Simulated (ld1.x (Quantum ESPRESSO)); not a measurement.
Plane-wave convergence, PAW potential for silicon (Si)

Si (Z = 14), PAW, made with ld1.x (Quantum ESPRESSO) 7.5 (PBE, scalar-relativistic). Core [He], reference 2s2 2p6 3s2 3p1 (charge +1). Waves: 2s (bound): rcut 0.80, rcutus 1.00 bohr; 3s (bound): rcut 0.80, rcutus 1.00 bohr; 2p (bound): rcut 0.85, rcutus 0.95 bohr; 3p (bound): rcut 0.85, rcutus 0.95 bohr. Local part: all-electron potential smoothed inside 0.85 bohr (lloc = -2). Core correction: a·sin(br)/r model core inside 0.55 bohr. Augmentation charge: GAUSS, radius 0.60 bohr.

The pseudo-atom Hamiltonian at the reference potential is diagonalised in spherical Bessel functions j_l(qr) that vanish at 20 bohr, with q² up to the cutoff. All-electron valence levels (Ry): 2s -10.9514, 3s -1.3990, 2p -7.7229, 3p -0.8567.

Question: How do the lowest levels (Ry) of each channel move with the cutoff, and are there ghosts?

Answer:

```csv
cutoff (Ry),s #1,s #2,p #1,p #2,d #1,d #2,f #1,f #2,Σ f·Δε (mRy)
8,-8.7220,-0.9774,-2.8855,-0.4157,-0.2505,-0.0832,-0.0537,0.0420,34767.8
18,-10.5111,-1.2022,-5.8190,-0.6165,-0.2586,-0.0858,-0.0537,0.0420,12938.0
30,-10.8579,-1.2732,-7.1653,-0.7067,-0.2606,-0.0864,-0.0537,0.0420,3934.7
50,-10.9482,-1.3413,-7.6400,-0.7553,-0.2614,-0.0867,-0.0537,0.0420,720.7
80,-10.9508,-1.3915,-7.7192,-0.7920,-0.2615,-0.0867,-0.0537,0.0420,103.6
120,-10.9514,-1.3986,-7.7221,-0.8470,-0.2615,-0.0867,-0.0537,0.0420,15.9
180,-10.9514,-1.3990,-7.7228,-0.8558,-0.2615,-0.0867,-0.0537,0.0420,1.7
300,-10.9514,-1.3990,-7.7229,-0.8566,-0.2615,-0.0867,-0.0537,0.0420,0.1
400,-10.9514,-1.3990,-7.7229,-0.8567,-0.2615,-0.0867,-0.0537,0.0420,0.0
```

Result: no extra level below or beside the all-electron valence levels (s, p, d, f tested); 10 mRy is reached at 140 Ry and 1 mRy at 230 Ry.

Test run stopped at test 5 of 7 (negative rho), 3 before it not solved.
